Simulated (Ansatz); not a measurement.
The first iterations of a band of BCl2F + H2 (6 atoms, charge 0, multiplicity 1).

All numbers below come from RKS PBE/def2-SVP (Ansatz 0.2.0).

```
movable images  : 4
climbing image  : no
spring          : 5.0 eV/Å²
optimiser       : quadratic models (default)
start path      : through a guess of the saddle point
force threshold : 0.05 eV/Å
iteration limit : 60
end points      : relaxed
```

Image 0:

```xyz
6
Properties=species:S:1:pos:R:3
B 0.008 0.562 0.082
Cl -0.033 0.940 1.796
Cl 1.505 0.611 -0.831
F -1.118 0.241 -0.537
H 0.412 -2.639 0.629
H 0.286 -2.322 1.318
```

Image 5:

```xyz
6
Properties=species:S:1:pos:R:3
B 0.119 -0.357 -0.612
Cl 0.058 -0.116 2.608
Cl 1.531 0.618 -0.987
F -1.085 0.176 -0.741
H 0.237 -1.528 -0.322
H 0.200 -1.401 2.509
```

| iteration | highest image above the first end (eV) | largest band force component (eV/Å) |
| --- | --- | --- |
| 1 | 2.344 | 4.276 |
| 2 | 1.655 | 2.289 |
| 3 | 1.410 | 2.760 |
| 4 | 1.238 | 0.952 |
| 5 | 1.166 | 0.614 |
| 6 | 1.161 | 2.888 |
| 7 | 1.153 | 1.791 |
| 8 | 1.206 | 2.665 |
| 9 | 1.163 | 0.495 |
| 10 | 1.193 | 1.623 |
| 11 | 1.120 | 0.631 |
| 12 | 1.050 | 1.814 |
| 13 | 1.092 | 0.366 |

Problem. Does the band converge within its limit, and where does its top end?

Solution. The forces met the threshold. It ended after 41 iterations with the highest image 1.189 eV above the first end. No image climbed, so the highest image needn't sit at the top of the path. The orbitals stay closed-shell, which can raise the energy where a bond breaks towards radicals; this wasn't checked here.

Run time: 4.2 min on 1 thread of Arm Neoverse V2 (shared host), peak memory 0.13 GiB.
